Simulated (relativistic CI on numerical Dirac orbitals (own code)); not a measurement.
Hyperfine structure of Dy²⁴⁺, mass number 163

Calculated at this level of theory: Dirac-Coulomb-Breit CI, orbitals from a KLI potential per configuration, model QED (radiative potential, 1s self-energy scaled to tabulated hydrogen-like ionisation energies), unscaled Slater integrals (own radial code, finite nucleus).

Configuration list (outside the closed core [Ar] 3d10): 4s²4p⁶4d⁶, 4s²4p⁵4d⁷, 4s²4p⁶4d⁵4f, 4s²4p⁴4d⁸, 4s4p⁶4d⁷, 4p⁶4d⁸, 4s4p⁶4d⁶4f, 4s²4p⁶4d⁵5s, 4s²4p⁶4d⁵5p, 4s²4p⁶4d⁵5d, 4s²4p⁶4d⁴5s², 4s²4p⁴4d⁷5s, 4s²4p⁶4d⁵6s, 4s4p⁶4d⁶5s, 4s4p⁶4d⁵5s², 4p⁶4d⁷5s. Levels of other configurations are missing.

Nuclear spin I = 5/2, μ = 0.671 μN, Q = 2.65 b (tables of Stone and Pyykkö). The electronic factors are computed for point nuclear moments, without core polarisation or the Bohr-Weisskopf and QED corrections.

```csv
Level,E (cm⁻¹),A (MHz),B (MHz)
4s²4p⁶4d⁶ ⁵D4,0.0,1426,28100
4s²4p⁶4d⁶ ⁵D3,51425.8,917.5,3940
4s²4p⁶4d⁶ ⁵D1,61508.4,1295,-9920
4s²4p⁶4d⁶ ³G5,88279.3,1937,11800
4s²4p⁶4d⁶ ³H6,90528.1,2125,-23000
4s²4p⁶4d⁶ ³F2,98370.8,2521,-19500
4s²4p⁶4d⁶ ³D1,129890.8,1872,17500
```

Levels with J = 0, under 50 % of one LS term, or S terms without an open s electron are left out. Small factors come from cancelling terms and can be off by tens of per cent or more.

At this charge energies of transitions that change n are usually good to better than 1 %, and those within a shell (Δn = 0) to a few per cent. Terms inside the open d or f shell come out 10 to 20 % too wide with unscaled integrals.

Give the hyperfine levels of 4s²4p⁶4d⁶ ⁵D4 relative to its centre of gravity.

With K = F(F + 1) − I(I + 1) − J(J + 1), E = AK/2 + B[¾K(K + 1) − I(I + 1)J(J + 1)]/[2I(2I − 1)J(2J − 1)]: F = 3/2: -4045, F = 5/2: -8749, F = 7/2: -12180, F = 9/2: -11170, F = 11/2: -1674, F = 13/2: 21280 MHz.

LS names give the leading component of a level, which can be under half, so a name can repeat, a term be missing and a line seem to break the LS rules.
